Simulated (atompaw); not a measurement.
Building the PAW (atompaw) potential for platinum (LDA (PW92), scalar-relativistic).

```json
{
 "Element": "platinum",
 "Generator": "atompaw 4.2.0.5",
 "Type": "PAW",
 "Functional": "LDA (PW92)",
 "Relativity": "scalar-relativistic",
 "Frozen core": "[Xe]",
 "Valence charge": "24",
 "Reference configuration": "4f14 5d9 6s0.5 6p0.5",
 "Partial waves": "6s (bound): rc 2.55 bohr; 6s channel at 1.75 Ry: rc 2.55 bohr; 6p (bound): rc 2.55 bohr; 6p channel at 0.5 Ry: rc 2.55 bohr; 5d (bound): rc 1.95 bohr; 5d channel at 0.3 Ry: rc 1.95 bohr; 4f (bound): rc 1.05 bohr; 4f channel at -3.9 Ry: rc 1.05 bohr",
 "Local potential": "troulliermartins scheme with l = 4 at 0 Ry, radius 2.25 bohr",
 "Core correction": "smooth core density matched at 2.05 bohr",
 "Augmentation charge": "besselshape compensation charge, radius 2.35 bohr; PAW radius 2.55 bohr; waves and projectors: custom rrkj gramschmidtortho"
}
```

Poles of the logarithmic derivatives, all-electron (AE) and pseudo (PS). Narrow ghost or core levels that the grid stepped over were put in at their known energies. s: poles at 1.7 (AE) and 1.7 (PS) Ry. p: poles at -4.2, 3.5 (AE) and -0.5, 3.6 (PS) Ry. d: poles at -0.1 (AE) and -0.1 (PS) Ry. f: poles at 3.8 (AE) and 3.8 (PS) Ry. Test radius 2.56 bohr.

* Cutoffs needed: 200 Ry and 300 Ry (the cutoffs (Ry, on a coarse ladder) from which the occupation-weighted sum of valence levels, in a spherical-Bessel basis at the reference potential, stays within 10 and 1 mRy of its value at 400 Ry)
* Ghost test: ghost state, extra bound levels that the all-electron valence spectrum of the same l lacks: p at -6.5 eV; a true bound ghost makes a file unfit for plane-wave use (spherical-Bessel basis up to 400 Ry, 20 bohr box)
* Lowest eigenvalue of the overlap operator: 0.43 (s channel)
* Overlap eigenvalues printed by atompaw (projector basis): 0.000235, 1.4, 1.57, 1.81, 3.49, 15.9, 17.4, 1.47e+03
* Share of each valence orbital outside the PAW sphere: 6s 56 %, 6p 89 %, 5d 12 %, 4f 0 %
